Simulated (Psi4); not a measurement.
H2Cl2Si (SMILES Cl[SiH2]Cl), singlet, at a GFN2-xTB geometry, with bond 3-1 at 2.2 times its length; Psi4 with HF/def2-SVP.

Input for Psi4:
```
memory 2 GB

molecule mol {
0 1
Si   -0.029365   -0.753806    0.033461
Cl    1.656056    0.340302    0.026833
Cl   -3.539142    1.925679   -0.177744
H    -0.091646   -1.506331    1.276959
H    -0.029986   -1.615946   -1.138365
}

set {
  basis def2-svp
  reference rhf
  stability_analysis check
  scf_type pk
}

energy('scf')
print_variables()
```

**Question.** What does Psi4 print? Leave out banner, timings and long lists.

**Answer.** 
```
   => Loading Basis Set <=

    Name: DEF2-SVP
    Role: ORBITAL
    Keyword: BASIS

         ---------------------------------------------------------
                                   SCF
               by Justin Turney, Rob Parrish, Andy Simmonett
                          and Daniel G. A. Smith
                              RHF Reference
         ---------------------------------------------------------

  ==> Geometry <==

    Molecular point group: c1
    Full point group: C1

    Geometry (in Angstrom), charge = 0, multiplicity = 1:

       Center              X                  Y                   Z               Mass
    ------------   -----------------  -----------------  -----------------  -----------------
         SI           0.639035827371    -1.304218454435     0.075504012421    27.976926534650
         CL           2.324456827371    -0.210110454435     0.068876012421    34.968852682000
         CL          -2.870741172629     1.375266545565    -0.135700987579    34.968852682000
         H            0.576754827371    -2.056743454435     1.319002012421     1.007825032230
         H            0.638414827371    -2.166358454435    -1.096321987579     1.007825032230

  Running in c1 symmetry.

  Rotational constants: A =      0.31989  B =      0.02969  C =      0.02743 [cm^-1]
  Rotational constants: A =   9589.99764  B =    890.15642  C =    822.36293 [MHz]
  Nuclear repulsion =  139.599412907382742

  Charge       = 0
  Multiplicity = 1
  Electrons    = 50
  Nalpha       = 25
  Nbeta        = 25

  ==> Algorithm <==

  SCF Algorithm Type is PK.
  DIIS enabled.
  MOM disabled.
  Fractional occupation disabled.
  Guess Type is SAD.
  Energy threshold   = 1.00e-06
  Density threshold  = 1.00e-06
  Integral threshold = 1.00e-12

  ==> Primary Basis <==

  Basis Set: DEF2-SVP
    Blend: DEF2-SVP
    Number of shells: 30
    Number of basis functions: 64
    Number of Cartesian functions: 67
    Spherical Harmonics?: true
    Max angular momentum: 2

  ==> Integral Setup <==

  Using in-core PK algorithm.
   Calculation information:
      Number of atoms:                   5
      Number of AO shells:              30
      Number of primitives:             64
      Number of atomic orbitals:        67
      Number of basis functions:        64

      Integral cutoff                 1.00e-12
      Number of threads:                 1

  Performing in-core PK
  Using 4328480 doubles for integral storage.
  We computed 72529 shell quartets total.
  Whereas there are 108345 unique shell quartets.

  ==> DiskJK: Disk-Based J/K Matrices <==

    J tasked:                  Yes
    K tasked:                  Yes
    wK tasked:                  No
    Schwarz Cutoff:          1E-12

  Minimum eigenvalue in the overlap matrix is 1.8490982356E-02.
  Reciprocal condition number of the overlap matrix is 4.9490041917E-03.
    Using symmetric orthogonalization.

  ==> Pre-Iterations <==

  SCF Guess: Superposition of Atomic Densities via on-the-fly atomic UHF (no occupation information).

   -------------------------
    Irrep   Nso     Nmo
   -------------------------
     A         64      64
   -------------------------
    Total      64      64
   -------------------------

  ==> Iterations <==

                        Total Energy        Delta E     RMS |[F,P]|

   @RHF iter SAD: -1207.96183054774269   -1.20796e+03   0.00000e+00
   @RHF iter   1: -1208.47758665472247   -5.15756e-01   5.32079e-03 ADIIS/DIIS
   @RHF iter   2: -1208.21242381592856    2.65163e-01   9.05657e-03 ADIIS/DIIS
   @RHF iter   3: -1208.56755794297919   -3.55134e-01   1.73038e-03 ADIIS/DIIS
   @RHF iter   4: -1208.58301012678476   -1.54522e-02   2.88126e-04 ADIIS/DIIS
   @RHF iter   5: -1208.58364079798116   -6.30671e-04   1.78353e-04 ADIIS/DIIS
   @RHF iter   6: -1208.58372893880141   -8.81408e-05   1.17637e-04 ADIIS/DIIS
   @RHF iter   7: -1208.58376874121063   -3.98024e-05   2.64023e-05 DIIS
   @RHF iter   8: -1208.58377329544419   -4.55423e-06   6.47271e-06 DIIS
   @RHF iter   9: -1208.58377485428537   -1.55884e-06   5.19780e-06 DIIS
   @RHF iter  10: -1208.58377668758999   -1.83330e-06   3.12202e-06 DIIS
   @RHF iter  11: -1208.58377774966448   -1.06207e-06   7.93748e-07 DIIS
   @RHF iter  12: -1208.58377777721762   -2.75531e-08   1.58834e-07 DIIS
  Energy and wave function converged.

	Presorting SO-basis two-electron integrals.
	Sorting File: SO Ints (nn|nn) nbuckets = 1
	Constructing frozen core operators
	Starting first half-transformation.
	Sorting half-transformed integrals.
	First half integral transformation complete.
	Starting second half-transformation.
	Two-electron integral transformation complete.
	Starting first half-transformation.
	Sorting half-transformed integrals.
	First half integral transformation complete.
	Starting second half-transformation.
	Two-electron integral transformation complete.
    Lowest singlet (RHF->RHF) stability eigenvalues:
       A 0.029326         A 0.029351         A 0.163646         A 0.205350
       A 0.220527

    Lowest triplet (RHF->UHF) stability eigenvalues:
       A -0.179394        A -0.004117        A -0.004091        A 0.138370
       A 0.163976

  ==> Post-Iterations <==

    Orbital Energies [Eh]
    ---------------------

    Doubly Occupied:

       1A   -104.880720     2A   -104.657320     3A    -68.941821
       4A    -10.645102     5A    -10.415402     6A     -8.119427
       7A     -8.116771     8A     -8.116415     9A     -7.889869
      10A     -7.887786    11A     -7.887785    12A     -6.306828
      13A     -4.417160    14A     -4.415694    15A     -4.414370
      16A     -1.187924    17A     -0.910279    18A     -0.800149
      19A     -0.626487    20A     -0.617539    21A     -0.560170
      22A     -0.534023    23A     -0.333149    24A     -0.333142
      25A     -0.290100

    Virtual:

      26A     -0.115583    27A      0.074901    28A      0.123132
      29A      0.136582    30A      0.208748    31A      0.370378
      32A      0.398564    33A      0.455949    34A      0.476095
      35A      0.492258    36A      0.581206    37A      0.606669
      38A      0.634504    39A      0.746332    40A      0.770388
      41A      0.845844    42A      0.930249    43A      0.962642
      44A      0.985626    45A      1.005702    46A      1.090849
      47A      1.160451    48A      1.161334    49A      1.170799
      50A      1.171368    51A      1.171429    52A      1.175518
      53A      1.176015    54A      1.176016    55A      1.250727
      56A      1.251201    57A      1.266343    58A      1.534683
      59A      1.612337    60A      1.763171    61A      1.769604
      62A      1.890972    63A      2.233018    64A      2.404892

    Final Occupation by Irrep:
              A
    DOCC [    25 ]
    NA   [    25 ]
    NB   [    25 ]

  @RHF Final Energy: -1208.58377777721762

   => Energetics <=

    Nuclear Repulsion Energy =            139.5994129073827423
    One-Electron Energy =               -1949.7554978619864414
    Two-Electron Energy =                 601.5723071773861648
    Total Energy =                      -1208.5837777772176196

Computation Completed

Properties will be evaluated at   0.000000,   0.000000,   0.000000 [a0]

Properties computed using the SCF density matrix

 Multipole Moments:

 ------------------------------------------------------------------------------------
     Multipole            Electronic (a.u.)      Nuclear  (a.u.)        Total (a.u.)
 ------------------------------------------------------------------------------------

 L = 1.  Multiply by 2.5417464519 to convert [e a0] to [Debye]
 Dipole X            :          1.6760905            1.6532030            3.3292935
 Dipole Y            :          2.2034329           -5.0540852           -2.8506523
 Dipole Z            :         -0.0572095            0.2715756            0.2143661
 Magnitude           :                                                    4.3882077

 ------------------------------------------------------------------------------------

  Variable Map:
  ----------------------------------------------------------------------------
  "CURRENT ENERGY"           =>   -1208.583777777218
  "CURRENT REFERENCE ENERGY" =>   -1208.583777777218
  "DD SOLVATION ENERGY"      =>       0.000000000000
  "HF KINETIC ENERGY"        =>    1208.385885428981
  "HF POTENTIAL ENERGY"      =>   -2416.969663206198
  "HF TOTAL ENERGY"          =>   -1208.583777777218
  "HF VIRIAL RATIO"          =>       2.000163765855
  "NUCLEAR REPULSION ENERGY" =>     139.599412907383
  "ONE-ELECTRON ENERGY"      =>   -1949.755497861986
  "PCM POLARIZATION ENERGY"  =>       0.000000000000
  "PE ENERGY"                =>       0.000000000000
  "SCF ITERATION ENERGY"     =>   -1208.583777777218
  "SCF ITERATIONS"           =>      12.000000000000
  "SCF TOTAL ENERGY"         =>   -1208.583777777218
  "TWO-ELECTRON ENERGY"      =>     601.572307177386

  Array Variable Map:
  ----------------------------------------------------------------------------
  "CURRENT DIPOLE"           =>       3.329293500191 ... 0.214366116663 1 by 3
  "SCF DIPOLE"               =>       3.329293500191 ... 0.214366116663 1 by 3
  "SCF TOTAL ENERGIES"       =>   -1207.961830547743 ... -1208.583777777218 1 by 13
```
